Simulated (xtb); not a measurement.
hydrogen peroxide (H₂O₂), singlet, at a GFN2-xTB geometry; GFN2-xTB (xtb).

xtb was given this input:
```
$ xtb mol.xyz --gfn 2 --acc 1000 --json

# file mol.xyz
4

O     -0.02311961     0.70996455    -0.01256427
O      0.02311961    -0.70996455     0.01256427
H      0.91389752     0.94248526    -0.03262698
H     -0.91389752    -0.94248526     0.03262698
```

**Question.** Write the output that xtb gives for this input, abridged.

**Answer.** 
```
   ID    Z sym.   atoms
    1    8 O      1, 2
    2    1 H      3, 4

           -------------------------------------------------
          |                Calculation Setup                |
           -------------------------------------------------

           -------------------------------------------------
          |                 G F N 2 - x T B                 |
           -------------------------------------------------

          ...................................................
          :                      SETUP                      :
          :.................................................:
          :  # basis functions                  10          :
          :  # atomic orbitals                  10          :
          :  # shells                            6          :
          :  # electrons                        14          :
          :  max. iterations                   250          :
          :  Hamiltonian                  GFN2-xTB          :
          :  restarted?                      false          :
          :  GBSA solvation                  false          :
          :  PC potential                    false          :
          :  electronic temp.          300.0000000     K    :
          :  accuracy                 1000.0000000          :
          :  -> integral cutoff          0.2000000E+02      :
          :  -> integral neglect         0.1000000E-04      :
          :  -> SCF convergence          0.1000000E-02 Eh   :
          :  -> wf. convergence          0.1000000E+00 e    :
          :  Broyden damping             0.4000000          :
          :  net charge                          0          :
          :  unpaired electrons                  0          :
          ...................................................

 iter      E             dE          RMSdq      gap      omega  full diag
   1     -9.0862738 -0.908627E+01  0.573E+00    7.51       0.0  T
   2     -9.0869801 -0.706318E-03  0.342E+00    7.53       1.0  T
   3     -9.0872855 -0.305370E-03  0.250E-01    7.57       1.0  T
   4     -9.0873133 -0.278545E-04  0.631E-02    7.58       1.0  T

   *** convergence criteria satisfied after 4 iterations ***

         :::::::::::::::::::::::::::::::::::::::::::::::::::::
         ::                     SUMMARY                     ::
         :::::::::::::::::::::::::::::::::::::::::::::::::::::
         :: total energy              -9.054667755378 Eh    ::
         :: gradient norm              0.000152593655 Eh/a0 ::
         :: HOMO-LUMO gap              7.579833104374 eV    ::
         ::.................................................::
         :: SCC energy                -9.087313337043 Eh    ::
         :: -> isotropic ES            0.030916809072 Eh    ::
         :: -> anisotropic ES         -0.006229664994 Eh    ::
         :: -> anisotropic XC         -0.008100377460 Eh    ::
         :: -> dispersion             -0.000468304315 Eh    ::
         :: repulsion energy           0.032645581665 Eh    ::
         :: add. restraining           0.000000000000 Eh    ::
         :: total charge               0.000000000000 e     ::
         :::::::::::::::::::::::::::::::::::::::::::::::::::::

           -------------------------------------------------
          |                Property Printout                |
           -------------------------------------------------

    * Orbital Energies and Occupations

         #    Occupation            Energy/Eh            Energy/eV
      -------------------------------------------------------------
         1        2.0000           -0.7250044             -19.7284
         2        2.0000           -0.6969579             -18.9652
         3        2.0000           -0.6160025             -16.7623
         4        2.0000           -0.5985305             -16.2868
         5        2.0000           -0.5475249             -14.8989
         6        2.0000           -0.5163977             -14.0519
         7        2.0000           -0.4291471             -11.6777 (HOMO)
         8                         -0.1505934              -4.0979 (LUMO)
         9                          0.1136098               3.0915
        10                          0.1560411               4.2461
      -------------------------------------------------------------
                  HL-Gap            0.2785537 Eh            7.5798 eV
             Fermi-level           -0.2898703 Eh           -7.8878 eV

     #   Z          covCN         q      C6AA      α(0)
     1   8 O        1.736    -0.325    19.428     5.952
     2   8 O        1.736    -0.325    19.428     5.952
     3   1 H        0.805     0.325     0.650     1.267
     4   1 H        0.805     0.325     0.650     1.267

 Mol. C6AA /au·bohr⁶  :        108.220246
 Mol. C8AA /au·bohr⁸  :       2035.599676
 Mol. α(0) /au        :         14.436113

Wiberg/Mayer (AO) data.
largest (>0.10) Wiberg bond orders for each atom

 ---------------------------------------------------------------------------
     #   Z sym  total        # sym  WBO       # sym  WBO       # sym  WBO
 ---------------------------------------------------------------------------
     1   8 O    1.894 --     2 O    1.004     3 H    0.890
     2   8 O    1.894 --     1 O    1.004     4 H    0.890
     3   1 H    0.894 --     1 O    0.890
     4   1 H    0.894 --     2 O    0.890
 ---------------------------------------------------------------------------

Topologies differ in total number of bonds
Writing topology from bond orders to xtbtopo.mol

molecular dipole:
                 x           y           z       tot (Debye)
 q only:       -0.000      -0.000       0.000
   full:       -0.000      -0.000       0.000       0.000
molecular quadrupole (traceless):
                xx          xy          yy          xz          yz          zz
 q only:        1.491       3.057      -0.078      -0.105      -0.076      -1.413
  q+dip:        2.666       4.190      -1.529      -0.141      -0.064      -1.136
   full:        2.511       4.200      -0.692      -0.150      -0.092      -1.819

           -------------------------------------------------
          | TOTAL ENERGY               -9.054667755378 Eh   |
          | GRADIENT NORM               0.000152593655 Eh/α |
          | HOMO-LUMO GAP               7.579833104374 eV   |
           -------------------------------------------------

normal termination of xtb
```
